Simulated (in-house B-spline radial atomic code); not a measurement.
**Binding energies in Sb8+**

NIST's tabulated ground configuration is [Kr] 4d7; each binding energy is the energy of the ion with one electron taken from that subshell, relaxed, less that of the parent. All numbers are computed (Dirac-Hartree-Fock, average of configuration; Fermi nucleus of rms radius 4.6802 fm) with an all-electron radial atomic-structure program (B-spline basis), not measured. Energies include first-order Breit, QED and recoil terms.

```
subshell  X-ray name  binding energy (eV)  -ε (eV)  relaxation (eV)
      2s          L1                 4855   4895.5             29.8
   2p1/2          L2               4531.8   4575.5             33.2
   2p3/2          L3               4283.3   4322.6             32.0
      3s          M1               1094.4   1106.5             10.3
   3p1/2          M2                962.3    974.6             10.8
   3p3/2          M3                915.2    926.5             10.3
      4s          N1                  298    300.3              1.9
   4p1/2          N2                249.8    251.9              1.8
   4p3/2          N3                240.5    242.3              1.7
      4d        N4,5                  164    165.3              1.3
```

Relaxation = -ε minus the binding energy without Breit, QED and recoil terms.

Emission lines follow as differences of binding energies, with λ = 12398.42 eV·Å / E:

| line | holes | energy (eV) | wavelength (Å) |
| --- | --- | --- | --- |
| L1-M3 | 2s → 3p3/2 | 3939.8 | 3.147 |
| L3-M1 | 2p3/2 → 3s | 3188.9 | 3.888 |

(1) What does it cost to remove both a 3p3/2 and a 4d electron?

(2) What does it cost to remove both a 2s and a 2p1/2 electron?

(3) What does it cost to remove both a 2s and a 4d electron?

## Answers

(1) 1107.5 eV, which is 28.27 eV more than the two single binding energies together.

(2) 9522.1 eV, which is 135.3 eV more than the two single binding energies together.

(3) 5048.5 eV, which is 29.52 eV more than the two single binding energies together.
